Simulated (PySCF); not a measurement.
C2H8O2Si2, SMILES C([Si@@H]([SiH2]O)O)=C. Atoms are numbered in the order given.

```xyz
14

C      1.6589     0.1981    -1.8699
C      1.1888     1.0023    -0.9025
Si     0.6421     0.3378     0.7700
O      1.3057    -1.1866     1.0069
Si    -1.6780     0.0346     0.5564
O     -1.9123    -0.6052    -0.9772
H      1.7933    -0.8763    -1.6970
H      1.9418     0.5702    -2.8612
H      1.0713     2.0723    -1.1249
H      1.0581     1.3010     1.8379
H      2.2697    -1.2333     1.0346
H     -2.3642     1.3563     0.7201
H     -2.2647    -0.9158     1.5394
H     -1.2359    -0.3570    -1.6214
```

Geometry: B3LYP-D3(BJ)/def2-SVP. The structure was generated by enumeration; whether it is a known compound was not checked. One conformer was computed; it need not be the lowest.

Calculation: PySCF with PBE0/pcSseg-1.

GIAO shieldings, no solvent; atoms listed in one row are averaged. δ = σ(ref) − σ: ¹³C against TMS (σ = 186.3 ppm); ²⁹Si against TMS (σ = 352.7 ppm); ¹⁷O against H2O (σ = 334.2 ppm); ¹H against TMS (σ = 31.56 ppm), references at their B3LYP-D3(BJ)/def2-TZVP geometries, non-relativistic.

Computed chemical shifts:
```tsv
nucleus	atoms	count	δ (ppm)
¹³C	C2	1	148.8
¹³C	C1	1	147.0
²⁹Si	Si3	1	-8.0
²⁹Si	Si5	1	-29.1
¹⁷O	O4	1	8.4
¹⁷O	O6	1	-7.8
¹H	H8	1	6.91
¹H	H9	1	6.73
¹H	H7	1	6.68
¹H	H10	1	5.67
¹H	H13	1	5.46
¹H	H12	1	5.24
¹H	H11	1	0.97
¹H	H14	1	0.96
```
